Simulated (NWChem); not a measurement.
The numbers come from NWChem runs, not from measurements. System: NS, charge 1, spin multiplicity 1, at the geometry of a parent with another charge or spin, in a state set for the comparison that need not be this species' ground state. Level: MP2/def2-TZVP, 6 core orbitals frozen.

Part of the output:

```
             Northwest Computational Chemistry Package (NWChem) 7.3.0
             --------------------------------------------------------

                                NWChem Input Module
                                -------------------

 Scaling coordinates for geometry "geometry" by  1.889725989
 (inverse scale =  0.529177249)

 Turning off AUTOSYM since
 SYMMETRY directive was detected!

                             Geometry "geometry" -> ""
                             -------------------------

 Output coordinates in angstroms (scale by  1.889725989 to convert to a.u.)

  No.       Tag          Charge          X              Y              Z
 ---- ---------------- ---------- -------------- -------------- --------------
    1 N                    7.0000     0.00000000     0.00000000     1.04450500
    2 S                   16.0000     0.00000000     0.00000000    -0.45697100

 Effective nuclear repulsion energy (a.u.)      39.4730597678

            Nuclear Dipole moment (a.u.)
            ----------------------------
        X                 Y               Z
 ---------------- ---------------- ----------------
     0.0000000000     0.0000000000    -0.0000018897

      Symmetry information
      --------------------

 Group name             C2v
 Group number             16
 Group order               4
 No. of unique centers     2

      Symmetry unique atoms

     1    2


 Summary of "ao basis" -> "" (spherical)
 ------------------------------------------------------------------------------
       Tag                 Description            Shells   Functions and Types
 ---------------- ------------------------------  ------  ---------------------
 *                         def2-tzvp                  on all atoms

 Summary of "ao basis" -> "ao basis" (spherical)
 ------------------------------------------------------------------------------
       Tag                 Description            Shells   Functions and Types
 ---------------- ------------------------------  ------  ---------------------
 N                         def2-tzvp                11       31   5s3p2d1f
 S                         def2-tzvp                13       37   5s5p2d1f

                                 NWChem SCF Module
                                 -----------------

  ao basis        = "ao basis"
  functions       =    68
  atoms           =     2
  closed shells   =    11
  open shells     =     0
  charge          =   1.00
[...]
  Mulliken analysis of the total density
  --------------------------------------

    Atom       Charge   Shell Charges
 -----------   ------   -------------------------------------------------------
    1 N    7     6.83   0.82  1.15  0.66  0.98  0.22  1.16  1.37  0.39  0.01  0.06  0.00
    2 S   16    15.17   2.01  0.49  1.47  1.19  0.72  4.17  1.70  0.81  1.96  0.48  0.06  0.10  0.02

       Multipole analysis of the density wrt the origin
       ------------------------------------------------

     L   x y z        total         open         nuclear
     -   - - -        -----         ----         -------
     0   0 0 0      1.000000      0.000000     23.000000

     1   1 0 0      0.000000      0.000000      0.000000
     1   0 1 0     -0.000000      0.000000      0.000000
     1   0 0 1     -0.791406      0.000000     -0.000002

     2   2 0 0    -10.896413      0.000000      0.000000
     2   1 1 0      0.000000      0.000000      0.000000
     2   1 0 1     -0.000000      0.000000      0.000000
     2   0 2 0    -10.896413      0.000000      0.000000
     2   0 1 1     -0.000000      0.000000      0.000000
     2   0 0 2     -9.244178      0.000000     39.203482

                   NWChem MP2 Semi-direct Energy/Gradient Module
                   ---------------------------------------------

  Basis functions       =     68
  Molecular orbitals    =     68
  Frozen core           =      6
  Frozen virtuals       =      0
  Active alpha occupied =      5
  Active beta occupied  =      5
  Active alpha virtual  =     57
  Active beta virtual   =     57
  Use MO symmetry       = T
  Use skeleton AO sym   = T

  AO/Fock/Back tols     =   1.0D-09  1.0D-09  1.0D-09

 GA uses MA = F    GA memory limited = T

 Available:
  local mem=  1.26D+08
 global mem=  1.44D+08
 local disk=  0.00D+00
  mp2_memr nvloc                    57
  nvloc new                    57
   1 passes of   5:        4194304                      23677                   2275443.
   1 passes of   5: M    126150524           G      144169952           F     121956220.

 Semi-direct pass number   1 of   1  for RHF alpha+beta  at        0.5s
  vrange nnbf                  2340
  mp2_eaftype                    10  avail_ma_in_mb                  1099
 EAF : mp2_eaftype filesize          10    1137722.
  mp2_eaf for mointskh                     10
Node 0 wrote      5.3 Mb in      0.0 s     Agg I/O rate:  2300.9 Mb/s
 Done moints_semi at        1.3s
  mp2_eaftype                    10  avail_ma_in_mb                  1089
 EAF : mp2_eaftype filesize          10    1137722.
  mp2_eaf for kh                    10
 Done maket at        1.3s
 Done multipass loop at        1.3s

          -------------------------------------------
          SCF energy                -451.603651555880
          Correlation energy          -0.377378043908
          Singlet pairs               -0.232220135704
          Triplet pairs               -0.145157908204
          Total MP2 energy          -451.981029599788
          -------------------------------------------

          ---------------------------------------------------
                    Spin Component Scaled (SCS) MP2
          Same spin pairs                     -0.096771938803
          Same spin scaling factor             0.333333333333
          Opposite spin pairs                 -0.280606105106
          Opposite spin scaling fact.          1.200000000000
          SCS-MP2 correlation energy          -0.368984639061
          Total SCS-MP2 energy              -451.972636194941
          ---------------------------------------------------

 -----------------------
 Performance information
 -----------------------

 Timer overhead =  1.33D-07 seconds/call

               Nr. of calls         CPU time (s)                 Wall time (s)                GFlops
             ---------------    -------------------     ------------------------------   -------------------
Name         Min   Avg   Max    Min     Avg     Max     Min     Avg     Max   Mx/calls   Min     Max     Sum
mp2: moin     1     1     1   0.77    0.77    0.77     0.77    0.77    0.77    0.77      0.0     0.0     0.0
mp2: make     1     1     1   2.01E-2 2.01E-2 2.01E-2  2.01E-2 2.01E-2 2.01E-2 2.01E-2   0.0     0.0     0.0
mp2: tota     1     1     1   0.82    0.82    0.82     0.82    0.82    0.82    0.82      0.0     0.0     0.0

 The average no. of pstat calls per process was 3.00D+00
 with a timing overhead of 3.98D-07s

 Task  times  cpu:        1.3s     wall:        1.3s

 Total times  cpu:        1.3s     wall:        1.3s
```

Write an NWChem input that would produce this output.

This is not unique; one that fits is 
```
start mol
memory heap 200 mb stack 900 mb global 1100 mb
charge 1
geometry units angstroms nocenter noautoz
  N      0.000000     0.000000     1.044505
  S      0.000000     0.000000    -0.456971
  symmetry group C2v
end
basis spherical
  * library def2-tzvp
end
scf
  rhf
  nopen 0
  maxiter 100
  thresh 1e-7
  semidirect memsize 60000000 filesize 0
end
mp2
  freeze core 6
end
task mp2 energy
```
